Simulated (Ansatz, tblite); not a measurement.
Removing and adding an electron: Si₂₁OH₃₂. Total charge 0; singlet. Geometry: PBE-D4/def2-SVP. Ansatz, gas phase; energy differences of separate SCF runs; the oxidised species was run as a doublet alone; the reduced species was run as a doublet alone.

Cartesian coordinates in Å:
```
Si 0.7646 3.7469 0.9783
Si 3.6204 -0.9821 2.1325
Si 0.3891 -2.8063 2.0894
Si -2.8266 2.5698 1.6704
Si -2.8772 -0.9744 2.0469
O 0.2511 0.5885 2.2642
Si 2.1796 0.9882 -1.7747
Si 1.9210 -1.3007 -1.2374
Si -1.1729 0.7166 -0.8796
Si -1.8606 -2.9831 -0.9136
Si -0.1730 -1.3261 -4.3532
Si 2.0410 0.7413 2.2849
Si -0.5576 2.2757 2.2567
Si 1.2263 3.0673 -1.2191
Si -0.6661 -0.8625 2.8628
Si 3.8083 -1.9766 -0.0077
Si 0.3925 -2.7998 -0.2615
Si -4.0362 0.9114 2.8041
Si -2.7974 2.4234 -0.6861
Si -2.7784 -0.9219 -0.3076
Si 1.8980 -2.0703 -3.4643
Si -1.3482 0.4200 -3.2416
H -0.1214 4.9707 0.9173
H 2.0159 4.1359 1.7228
H 4.7221 0.0553 2.2846
H 3.6714 -1.8571 3.3542
H -0.5553 -3.8802 2.5756
H 1.7337 -3.0716 2.7161
H -3.0339 3.9295 2.3112
H -3.3385 -2.2677 2.6852
H 3.6896 1.1468 -1.6837
H 1.8901 0.9627 -3.2662
H -2.4076 -4.1830 -0.1758
H -1.9356 -3.2577 -2.3924
H -1.0530 -2.5489 -4.4464
H 0.0882 -0.8786 -5.7743
H 2.2768 1.5462 3.5331
H 2.3050 1.5959 1.0799
H -0.3531 2.5555 3.7307
H 2.2829 4.0447 -1.7137
H 0.0042 3.3063 -2.0615
H -0.5755 -0.6694 4.3568
H 3.8312 -3.4707 0.1938
H 5.1418 -1.5341 -0.5551
H 1.1007 -4.0969 -0.6019
H -3.9574 1.0866 4.3002
H -5.4809 0.8772 2.3792
H -4.2129 2.2211 -1.1810
H -2.3513 3.7909 -1.1537
H -4.2107 -0.8112 -0.7925
H 3.0605 -1.4801 -4.2222
H 2.0047 -3.5748 -3.5269
H -0.8545 1.6813 -3.9184
H -2.7748 0.2297 -3.7185
```

The xTB rows come from tblite. Correlated methods freeze 106 core orbitals. Single mean-field runs in def2-SVP are fitted with def2-universal-jkfit.

```
              level  −HOMO (eV)  vertical IE (eV)  −LUMO (eV)  vertical EA (eV)  HOMO–LUMO gap (eV)  IE − EA (eV)
           GFN2-xTB        8.13              9.71        6.81              5.25                1.32          4.45
    PBE-D4/def2-SVP        4.80              6.57        3.25              1.79                1.55          4.77
 r2SCAN-D4/def2-SVP        4.97              6.56        3.18              1.73                1.79          4.83
r2SCANh-D4/def2-SVP        5.26              6.59        2.92              1.69                2.34          4.90
   PBE0-D4/def2-SVP        5.59              6.65        2.56              1.66                3.04          4.99
   ωB97M-V/def2-SVP        7.33              6.70        0.81              1.30                6.53          5.40
    B2PLYP/def2-SVP           –              6.55           –              1.32                   –          5.23
```

 Raw xTB energy differences between charge states are shifted by several eV; the methods need an empirical correction for them. Sets without diffuse functions give affinities that are too small.
